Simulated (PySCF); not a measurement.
Compound: C7H13P.
Bonds: C1–C2, C2–P3, P3–C4, C4–C5, C5–C6, C6–C7, C7–C8, C1–C6, P3–C8. Hydrogens: H9, H10 on C1; H11, H12 on C2; H13, H14 on C4; H15, H16 on C5; H17 on C6; H18, H19 on C7; H20, H21 on C8.

All values: B3LYP/def2-SVPD (PySCF, non-relativistic), on one gas-phase PBE0-D3(BJ)/def2-SVP geometry that isn't relaxed in the solvent. The solvent is an IEF-PCM continuum (Bondi radii, 1.10 Å for H, scaled by 1.2), and excitations are vertical TDDFT with non-equilibrium linear response and a frozen core. Specific hydrogen bonds and non-electrostatic terms are outside this model.

Gas-phase singlets (H = HOMO, L = LUMO):

```json
{"state": "S1", "E (eV)": "5.563", "λ (nm)": "223", "f": "0.033", "leading configurations": "H→L 99%"}
{"state": "S2", "E (eV)": "6.217", "λ (nm)": "199", "f": "0.027", "leading configurations": "H→L+1 98%"}
{"state": "S3", "E (eV)": "6.218", "λ (nm)": "199", "f": "0.027", "leading configurations": "H→L+2 98%"}
{"state": "S4", "E (eV)": "6.669", "λ (nm)": "186", "f": "0.004", "leading configurations": "H→L+3 91%"}
{"state": "S5", "E (eV)": "6.672", "λ (nm)": "186", "f": "0.044", "leading configurations": "H→L+4 93%"}
```

Problem. How does the list change in dimethylsulfoxide (ε = 46.83)?

Solution. 
```csv
state,E (eV),λ (nm),f,leading configurations,change by rank (eV)
S1,5.860,212,0.061,H→L 98%,+0.297
S2,6.326,196,0.075,H→L+1 97%,+0.109
S3,6.328,196,0.075,H→L+2 97%,+0.110
S4,6.917,179,0.043,H→L+4 91%,+0.248
S5,6.918,179,0.044,H→L+5 91%,+0.246
```

Problem. The ground-state energy changes by -0.109 eV from gas to dimethylsulfoxide. By how much does the total energy of gas-phase S1 change?

Solution. E(S1) = E(S0) + excitation energy, so it changes by -0.109 + 0.297 = +0.188 eV: it isn't lowered at all, while the ground state is. This is the vertical state, with the slow part of the continuum still set for S0.

Problem. How do the frontier levels move from gas to dimethylsulfoxide?

Solution. 
| orbital | gas (eV) | solvent (eV) | change (eV) | Löwdin shares, gas | Löwdin shares, solvent |
| --- | --- | --- | --- | --- | --- |
| LUMO+2 | 0.91 | 0.99 | +0.08 | P3 18 %, C2 11 %, H11 9 %, H14 9 % | P3 29 %, C2 12 %, H14 8 %, C4 8 % |
| LUMO+1 | 0.91 | 0.99 | +0.08 | P3 18 %, H21 11 %, C8 10 %, C4 9 % | P3 29 %, C8 11 %, H21 9 %, C4 8 % |
| LUMO | 0.21 | 0.44 | +0.23 | C7 7 %, C1 7 %, C5 7 %, H17 6 % | C7 7 %, C5 7 %, C1 7 %, H17 6 % |
| HOMO | -6.11 | -6.20 | -0.09 | P3 57 %, C4 8 %, C2 8 %, C8 8 % | P3 56 %, C4 8 %, C2 8 %, C8 8 % |
| HOMO-1 | -7.70 | -7.53 | +0.17 | C4 15 %, P3 14 %, C2 13 %, C6 10 % | C2 14 %, P3 13 %, C4 13 %, C6 11 % |
| HOMO-2 | -7.70 | -7.54 | +0.16 | C8 17 %, P3 14 %, C6 10 %, C7 10 % | C8 16 %, P3 13 %, C6 11 %, C7 10 % |
| HOMO-3 | -8.98 | -8.79 | +0.19 | C6 19 %, H17 12 %, C5 7 %, C7 7 % | C6 16 %, H17 10 %, C5 8 %, C7 8 % |

The HOMO–LUMO gap goes from 6.32 to 6.64 eV. Shares within a degenerate set are those of one arbitrary member.
